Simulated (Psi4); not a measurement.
N (SMILES [N]), quartet; MP2/6-311G** (Psi4 1.11).

Psi4 was given this input:
```
memory 2 GB

molecule {
0 4
N     0.00000000    0.00000000    0.00000000
}

set {
  basis 6-311g**
  reference uhf
}

energy('mp2')
print_variables()
```

Problem. Write the output that Psi4 gives for this input, abridged.

Solution. 
```
    SCF Algorithm Type (re)set to DF.

   => Loading Basis Set <=

    Name: 6-311G**
    Role: ORBITAL
    Keyword: BASIS

         ---------------------------------------------------------
                                   SCF
               by Justin Turney, Rob Parrish, Andy Simmonett
                          and Daniel G. A. Smith
                              UHF Reference
         ---------------------------------------------------------

  ==> Geometry <==

    Molecular point group: d2h
    Geometry (in Angstrom), charge = 0, multiplicity = 4:

       Center              X                  Y                   Z               Mass
    ------------   -----------------  -----------------  -----------------  -----------------
         N            0.000000000000     0.000000000000     0.000000000000    14.003074004430

  Running in d2h symmetry.

  Rotational constants: A = ************  B = ************  C = ************ [cm^-1]
  Rotational constants: A = ************  B = ************  C = ************ [MHz]
  Nuclear repulsion =    0.000000000000000

  Charge       = 0
  Multiplicity = 4
  Electrons    = 7
  Nalpha       = 5
  Nbeta        = 2

  ==> Algorithm <==

  SCF Algorithm Type is DF.
  DIIS enabled.
  MOM disabled.
  Fractional occupation disabled.
  Guess Type is CORE.
  Energy threshold   = 1.00e-08
  Density threshold  = 1.00e-08
  Integral threshold = 1.00e-12

  ==> Primary Basis <==

  Basis Set: 6-311G**
    Blend: 6-311G**
    Number of shells: 8
    Number of basis functions: 18
    Number of Cartesian functions: 19
    Spherical Harmonics?: true
    Max angular momentum: 2

   => Loading Basis Set <=

    Name: (6-311G** AUX)
    Role: JKFIT
    Keyword: DF_BASIS_SCF

  ==> Integral Setup <==

  SCF_SUBTYPE=INCORE selected. In-core MEM_DF algorithm will be used.
  Using in-core AOs.

  ==> MemDFJK: Density-Fitted J/K Matrices <==

    J tasked:                   Yes
    K tasked:                   Yes
    wK tasked:                   No
    Algorithm:                 Core
    Schwarz Cutoff:           1E-12
    Mask sparsity (%):       0.0000
    Fitting Condition:        1E-10

   => Auxiliary Basis Set <=

  Basis Set: (6-311G** AUX)
    Blend: CC-PVTZ-JKFIT
    Number of shells: 25
    Number of basis functions: 79
    Number of Cartesian functions: 96
    Spherical Harmonics?: true
    Max angular momentum: 4

  Minimum eigenvalue in the overlap matrix is 1.0076220199E-01.
  Reciprocal condition number of the overlap matrix is 4.2132197648E-02.
    Using symmetric orthogonalization.

  ==> Pre-Iterations <==

  SCF Guess: Core (One-Electron) Hamiltonian.

   -------------------------------------------------------
    Irrep   Nso     Nmo     Nalpha   Nbeta   Ndocc  Nsocc
   -------------------------------------------------------
     Ag         6       6       2       1       1       1
     B1g        1       1       0       0       0       0
     B2g        1       1       0       0       0       0
     B3g        1       1       0       0       0       0
     Au         0       0       0       0       0       0
     B1u        3       3       1       0       0       1
     B2u        3       3       1       0       0       1
     B3u        3       3       1       1       1       0
   -------------------------------------------------------
    Total      18      18       5       2       2       3
   -------------------------------------------------------

  ==> Iterations <==

                           Total Energy        Delta E     RMS |[F,P]|

    Occupation by irrep:
             Ag   B1g   B2g   B3g    Au   B1u   B2u   B3u
    DOCC [     2,    0,    0,    0,    0,    0,    0,    0 ]
    SOCC [     0,    0,    0,    0,    0,    1,    1,    1 ]
    NA   [     2,    0,    0,    0,    0,    1,    1,    1 ]
    NB   [     2,    0,    0,    0,    0,    0,    0,    0 ]

   @DF-UHF iter   1:   -49.03628628657459   -4.90363e+01   5.61720e-01 ADIIS
   @DF-UHF iter   2:   -53.65715676988960   -4.62087e+00   1.48409e-01 ADIIS
   @DF-UHF iter   3:   -54.37418863148740   -7.17032e-01   3.50553e-02 DIIS/ADIIS
   @DF-UHF iter   4:   -54.39752417409735   -2.33355e-02   3.07620e-03 DIIS/ADIIS
   @DF-UHF iter   5:   -54.39792145633334   -3.97282e-04   8.90001e-04 DIIS/ADIIS
   @DF-UHF iter   6:   -54.39797417328034   -5.27169e-05   1.74841e-04 DIIS/ADIIS
   @DF-UHF iter   7:   -54.39797625735236   -2.08407e-06   4.97949e-06 DIIS
   @DF-UHF iter   8:   -54.39797625818045   -8.28088e-10   5.74761e-07 DIIS
   @DF-UHF iter   9:   -54.39797625819132   -1.08713e-11   6.16796e-08 DIIS
   @DF-UHF iter  10:   -54.39797625819154   -2.20268e-13   1.57616e-08 DIIS
   @DF-UHF iter  11:   -54.39797625819156   -2.13163e-14   2.39176e-09 DIIS
  Energy and wave function converged.

  ==> Post-Iterations <==

   @Spin Contamination Metric:   5.542937351E-03
   @S^2 Expected:                3.750000000E+00
   @S^2 Observed:                3.755542937E+00
   @S   Expected:                1.500000000E+00
   @S   Observed:                1.500000000E+00

    Orbital Energies [Eh]
    ---------------------

    Alpha Occupied:

[...]
    Alpha Virtual:

[...]
       6Ag    36.431242

    Beta Occupied:

[...]
    Beta Virtual:

[...]
       6Ag    36.488880

    Final Occupation by Irrep:
             Ag   B1g   B2g   B3g    Au   B1u   B2u   B3u
    DOCC [     2,    0,    0,    0,    0,    0,    0,    0 ]
    SOCC [     0,    0,    0,    0,    0,    1,    1,    1 ]
    NA   [     2,    0,    0,    0,    0,    1,    1,    1 ]
    NB   [     2,    0,    0,    0,    0,    0,    0,    0 ]

  @DF-UHF Final Energy:   -54.39797625819156

   => Energetics <=

    Nuclear Repulsion Energy =              0.0000000000000000
    One-Electron Energy =                 -73.9657193947048768
    Two-Electron Energy =                  19.5677431365133074
    Total Energy =                        -54.3979762581915693

  UHF NO Occupations:
  HONO-2 :    1B3u 1.0000000
  HONO-1 :    1B2u 1.0000000
  HONO-0 :    1B1u 1.0000000
  LUNO+0 :    3 Ag 0.0027750
  LUNO+1 :    4 Ag 0.0000003
  LUNO+2 :    5 Ag 0.0000000
  LUNO+3 :    2B2u 0.0000000

Computation Completed

Properties will be evaluated at   0.000000,   0.000000,   0.000000 [a0]

Properties computed using the SCF density matrix

 Multipole Moments:

 ------------------------------------------------------------------------------------
     Multipole            Electronic (a.u.)      Nuclear  (a.u.)        Total (a.u.)
 ------------------------------------------------------------------------------------

 L = 1.  Multiply by 2.5417464519 to convert [e a0] to [Debye]
 Dipole X            :          0.0000000            0.0000000            0.0000000
 Dipole Y            :          0.0000000            0.0000000            0.0000000
 Dipole Z            :          0.0000000            0.0000000            0.0000000
 Magnitude           :                                                    0.0000000

 ------------------------------------------------------------------------------------

  //>>>>>>>>>>>>>>>>>>>>>>>>>>>>>>>>>>>//
  //               DFMP2               //
  //<<<<<<<<<<<<<<<<<<<<<<<<<<<<<<<<<<<//

   => Loading Basis Set <=

    Name: (6-311G** AUX)
    Role: RIFIT
    Keyword: DF_BASIS_MP2

	 --------------------------------------------------------
	                          DF-MP2
	      2nd-Order Density-Fitted Moller-Plesset Theory

	        Rob Parrish, Justin Turney, Andy Simmonett,
	           Ed Hohenstein, and C. David Sherrill
	 --------------------------------------------------------

	 --------------------------------------------------------
	                 NBF =    18, NAUX =    81
	 --------------------------------------------------------
	   CLASS    FOCC     OCC    AOCC    AVIR     VIR    FVIR
	   ALPHA       0       5       5      13      13       0
	    BETA       0       2       2      16      16       0
	 --------------------------------------------------------

	-----------------------------------------------------------
	 ==================> DF-MP2 Energies <====================
	-----------------------------------------------------------
	 Reference Energy          =     -54.3979762581915622 [Eh]
	 Singles Energy            =      -0.0000000000000000 [Eh]
	 Same-Spin Energy          =      -0.0258042255405905 [Eh]
	 Opposite-Spin Energy      =      -0.0690358218640576 [Eh]
	 Correlation Energy        =      -0.0948400474046481 [Eh]
	 Total Energy              =     -54.4928163055962074 [Eh]
	-----------------------------------------------------------
	 ================> DF-SCS-MP2 Energies <==================
	-----------------------------------------------------------
	 SCS Same-Spin Scale       =       0.3333333333333333 [-]
	 SCS Opposite-Spin Scale   =       1.2000000000000000 [-]
	 SCS Same-Spin Energy      =      -0.0086014085135302 [Eh]
	 SCS Opposite-Spin Energy  =      -0.0828429862368691 [Eh]
	 SCS Correlation Energy    =      -0.0914443947503993 [Eh]
	 SCS Total Energy          =     -54.4894206529419591 [Eh]
	-----------------------------------------------------------

  Variable Map:
  ----------------------------------------------------------------------------
[...]
  Array Variable Map:
  ----------------------------------------------------------------------------
[...]
[...]
```
